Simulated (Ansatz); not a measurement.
Relaxation of SiClEt3 (C₆H₁₅ClSi) with RKS r2SCAN-D4/def2-SVP.

```sh
$ ansatz run in.yaml --threads 4 --pin off --events-out ev --progress --plain --max-ram 4787MiB
```

```yaml
crystal:
  periodic: [false, false, false]
  atoms:
    - {symbol: Si, position_ang: [0.000500, 0.002800, 0.250220]}
    - {symbol: Cl, position_ang: [-0.013430, -0.009460, 2.292500]}
    - {symbol: C, position_ang: [1.806250, 0.256900, -0.327740]}
    - {symbol: C, position_ang: [2.754370, -0.852430, 0.120440]}
    - {symbol: H, position_ang: [2.176200, 1.207320, 0.059850]}
    - {symbol: H, position_ang: [1.839630, 0.333490, -1.415170]}
    - {symbol: H, position_ang: [3.773550, -0.638180, -0.195810]}
    - {symbol: H, position_ang: [2.746380, -0.946870, 1.203550]}
    - {symbol: H, position_ang: [2.459780, -1.807490, -0.307500]}
    - {symbol: C, position_ang: [-1.110620, 1.441870, -0.344640]}
    - {symbol: C, position_ang: [-0.664430, 2.809830, 0.165020]}
    - {symbol: H, position_ang: [-2.135400, 1.266030, -0.014380]}
    - {symbol: H, position_ang: [-1.137200, 1.461490, -1.434790]}
    - {symbol: H, position_ang: [-1.347290, 3.587310, -0.172450]}
    - {symbol: H, position_ang: [-0.642810, 2.823370, 1.251860]}
    - {symbol: H, position_ang: [0.331320, 3.050900, -0.198770]}
    - {symbol: C, position_ang: [-0.681960, -1.678200, -0.356030]}
    - {symbol: C, position_ang: [-2.099050, -1.973380, 0.128840]}
    - {symbol: H, position_ang: [-0.024430, -2.478130, -0.012600]}
    - {symbol: H, position_ang: [-0.666040, -1.712430, -1.446010]}
    - {symbol: H, position_ang: [-2.426390, -2.953280, -0.213610]}
    - {symbol: H, position_ang: [-2.140690, -1.960460, 1.215110]}
    - {symbol: H, position_ang: [-2.798230, -1.231000, -0.247890]}
basis:
  gaussian: {orbitals: def2-SVP}
hamiltonian: {xc: r2scan, dispersion: d4}
scf: {lower_state_search: "off"}
output: {orbitals: {seedname: orbitals}}
relax: {f_tol: 0.02, max_steps: 100}
```

Run time 41 s (4 threads of Intel Xeon on a shared host).

Positions (Å) and forces (eV/Å) at steps 1, 2, 3, 4, 5 of 5:

```xyz
23
step=1 energy=-26853.1450 eV
Si    0.001    0.003    0.250    0.013    0.016   -1.925
Cl   -0.013   -0.009    2.292   -0.006   -0.008    1.032
C     1.806    0.257   -0.328   -0.465   -0.426    0.542
C     2.754   -0.852    0.120   -0.292    0.314   -0.120
H     2.176    1.207    0.060    0.019    0.488    0.130
H     1.840    0.333   -1.415   -0.182    0.122   -0.515
H     3.774   -0.638   -0.196    0.455    0.002   -0.097
H     2.746   -0.947    1.204    0.056   -0.123    0.492
H     2.460   -1.807   -0.307   -0.044   -0.497   -0.143
C    -1.111    1.442   -0.345    0.574   -0.197    0.580
C    -0.664    2.810    0.165   -0.118   -0.402   -0.140
H    -2.135    1.266   -0.014   -0.439   -0.233    0.104
H    -1.137    1.461   -1.435    0.016   -0.208   -0.520
H    -1.347    3.587   -0.172   -0.227    0.394   -0.103
H    -0.643    2.823    1.252    0.051    0.097    0.496
H     0.331    3.051   -0.199    0.463    0.219   -0.113
C    -0.682   -1.678   -0.356   -0.124    0.597    0.570
C    -2.099   -1.973    0.129    0.411    0.100   -0.131
H    -0.024   -2.478   -0.013    0.419   -0.263    0.111
H    -0.666   -1.712   -1.446    0.182    0.114   -0.518
H    -2.426   -2.953   -0.214   -0.225   -0.393   -0.107
H    -2.141   -1.960    1.215   -0.118   -0.004    0.494
H    -2.798   -1.231   -0.248   -0.419    0.291   -0.121
23
step=2 energy=-26853.2849 eV
Si    0.000    0.003    0.209    0.000    0.003   -0.278
Cl   -0.013   -0.011    2.309    0.002   -0.003    0.115
C     1.800    0.253   -0.329   -0.243   -0.220    0.218
C     2.758   -0.858    0.122   -0.108    0.173   -0.077
H     2.140    1.226    0.060    0.007    0.100    0.022
H     1.805    0.343   -1.427    0.004    0.035   -0.160
H     3.789   -0.645   -0.190    0.128    0.000   -0.030
H     2.755   -0.963    1.215   -0.013   -0.012    0.127
H     2.478   -1.830   -0.306   -0.020   -0.124   -0.047
C    -1.107    1.440   -0.340    0.307   -0.104    0.227
C    -0.658    2.817    0.165   -0.090   -0.178   -0.083
H    -2.134    1.230   -0.003   -0.093   -0.045    0.020
H    -1.137    1.425   -1.442   -0.028   -0.010   -0.160
H    -1.347    3.606   -0.166   -0.063    0.111   -0.032
H    -0.624    2.843    1.262    0.012   -0.009    0.125
H     0.343    3.076   -0.204    0.122    0.047   -0.041
C    -0.682   -1.673   -0.356   -0.071    0.318    0.225
C    -2.107   -1.973    0.126    0.201    0.009   -0.081
H     0.008   -2.458   -0.007    0.086   -0.057    0.021
H    -0.636   -1.691   -1.457    0.026   -0.017   -0.160
H    -2.440   -2.964   -0.211   -0.065   -0.110   -0.033
H    -2.165   -1.957    1.222   -0.001    0.015    0.125
H    -2.826   -1.236   -0.254   -0.100    0.081   -0.043
23
step=3 energy=-26853.2965 eV
Si    0.000    0.002    0.213   -0.001    0.001   -0.077
Cl   -0.011   -0.014    2.321    0.001   -0.002   -0.023
C     1.785    0.248   -0.328   -0.007   -0.056    0.047
C     2.750   -0.855    0.121   -0.007    0.044   -0.016
H     2.117    1.228    0.059    0.016    0.003   -0.010
H     1.787    0.342   -1.432   -0.003    0.008    0.009
H     3.787   -0.638   -0.186   -0.008   -0.006    0.006
H     2.742   -0.962    1.218    0.002   -0.003   -0.004
H     2.479   -1.834   -0.308    0.003    0.006    0.002
C    -1.096    1.429   -0.336    0.050    0.021    0.051
C    -0.652    2.809    0.162   -0.033   -0.026   -0.019
H    -2.124    1.212    0.007   -0.011    0.012   -0.009
H    -1.136    1.407   -1.443   -0.006   -0.007    0.012
H    -1.348    3.601   -0.160    0.011   -0.004    0.006
H    -0.604    2.832    1.263    0.003    0.004   -0.007
H     0.348    3.077   -0.217   -0.008   -0.001    0.000
C    -0.680   -1.658   -0.355   -0.044    0.032    0.048
C    -2.104   -1.967    0.121    0.041   -0.013   -0.018
H     0.017   -2.441   -0.003   -0.005   -0.016   -0.009
H    -0.624   -1.679   -1.460    0.010   -0.001    0.010
H    -2.436   -2.964   -0.210   -0.001    0.011    0.006
H    -2.166   -1.940    1.220   -0.005    0.000   -0.006
H    -2.831   -1.234   -0.267    0.004   -0.006    0.000
23
step=4 energy=-26853.2971 eV
Si    0.000    0.001    0.206   -0.001    0.000    0.035
Cl   -0.009   -0.016    2.314    0.001   -0.002    0.018
C     1.785    0.245   -0.327    0.018   -0.010   -0.012
C     2.754   -0.854    0.122   -0.013    0.005   -0.002
H     2.118    1.226    0.059   -0.006   -0.002   -0.004
H     1.789    0.342   -1.430    0.007    0.002    0.003
H     3.790   -0.635   -0.183   -0.010    0.002    0.002
H     2.744   -0.964    1.218    0.000    0.000   -0.008
H     2.486   -1.833   -0.309    0.004    0.005    0.004
C    -1.096    1.430   -0.331   -0.001    0.021   -0.010
C    -0.652    2.811    0.161    0.005   -0.013   -0.003
H    -2.123    1.215    0.016    0.005   -0.004   -0.003
H    -1.144    1.407   -1.438   -0.007    0.005    0.004
H    -1.350    3.602   -0.156    0.004   -0.010    0.002
H    -0.595    2.837    1.262    0.001    0.001   -0.009
H     0.345    3.080   -0.225   -0.008    0.000    0.003
C    -0.682   -1.659   -0.352   -0.019   -0.010   -0.012
C    -2.107   -1.969    0.118    0.010    0.010   -0.004
H     0.013   -2.442    0.001    0.001    0.006   -0.003
H    -0.622   -1.683   -1.458   -0.001   -0.008    0.003
H    -2.437   -2.968   -0.209    0.006    0.008    0.002
H    -2.173   -1.938    1.218   -0.001    0.000   -0.008
H    -2.833   -1.239   -0.276    0.004   -0.006    0.003
23
step=5 energy=-26853.2973 eV
Si    0.000    0.000    0.209    0.000   -0.001   -0.002
Cl   -0.007   -0.019    2.318    0.001    0.000    0.004
C     1.785    0.246   -0.327   -0.002    0.001    0.000
C     2.753   -0.852    0.123    0.002    0.000    0.000
H     2.116    1.227    0.057    0.000   -0.001    0.001
H     1.788    0.342   -1.430    0.000   -0.001    0.000
H     3.789   -0.632   -0.181    0.000   -0.001    0.000
H     2.742   -0.962    1.219    0.000    0.002    0.000
H     2.487   -1.831   -0.309    0.001    0.000   -0.001
C    -1.098    1.429   -0.328    0.000   -0.002    0.000
C    -0.649    2.809    0.160   -0.001    0.003   -0.001
H    -2.123    1.215    0.026    0.000    0.001    0.002
H    -1.153    1.404   -1.433    0.000   -0.001    0.000
H    -1.351    3.600   -0.153    0.001    0.000    0.001
H    -0.583    2.837    1.259    0.000   -0.001    0.000
H     0.344    3.079   -0.235    0.000    0.000   -0.002
C    -0.681   -1.660   -0.352    0.002    0.001    0.000
C    -2.107   -1.966    0.114   -0.001   -0.002   -0.001
H     0.013   -2.443    0.004   -0.001    0.000    0.001
H    -0.617   -1.686   -1.458   -0.001    0.001    0.000
H    -2.436   -2.967   -0.210   -0.001    0.001    0.000
H    -2.178   -1.931    1.213    0.001    0.000    0.000
H    -2.832   -1.239   -0.286    0.000    0.000   -0.002
```
